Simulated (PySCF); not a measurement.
SMILES F[Si](F)(F)/C=C\[Si](Cl)(Cl)Cl, singlet, GFN2-xTB optimised geometry.

```
12

F     -2.76     0.29    -0.02
Si    -2.53    -1.01     0.86
F     -3.83    -1.12     1.76
F     -2.65    -2.21    -0.17
C     -0.99    -1.03     1.91
C      0.21    -0.55     1.61
Si     0.74     0.31     0.00
Cl     2.76     0.31     0.00
Cl     0.07    -0.68    -1.62
Cl     0.06     2.21     0.00
H     -1.13    -1.49     2.89
H      0.99    -0.65     2.35
```

Density from CAM-B3LYP/def2-TZVP (PySCF) at that geometry.

Minimum of the electron density along straight lines between bonded atoms, close to the bond critical point (lines longer than 1.1 times the sum of covalent radii, or with two minima, are not listed):

| bond | length / Å | ρ at the minimum / e bohr⁻³ | ∇²ρ there / e bohr⁻⁵ | position (fraction from the first atom) |
|---|---|---|---|---|
| F1–Si2 | 1.585 | 0.146 | 1.03 | 0.58 |
| Si2–F3 | 1.586 | 0.145 | 1.02 | 0.42 |
| Si2–F4 | 1.586 | 0.146 | 1.02 | 0.42 |
| Si2–C5 | 1.864 | 0.131 | 0.13 | 0.39 |
| C5–C6 | 1.334 | (withheld) | -1.06 | 0.50 |
| C6–Si7 | 1.897 | 0.124 | 0.11 | 0.61 |
| Si7–Cl8 | 2.020 | 0.109 | 0.24 | 0.37 |
| Si7–Cl9 | 2.013 | 0.110 | 0.25 | 0.37 |
| Si7–Cl10 | 2.014 | 0.110 | 0.24 | 0.37 |
| C5–H11 | 1.085 | 0.283 | -1.00 | 0.65 |
| C6–H12 | 1.085 | 0.285 | -1.01 | 0.65 |

Question: Some entries are withheld; supply them.

Answer: 
- C5–C6, ρ at the minimum / e bohr⁻³: 0.350
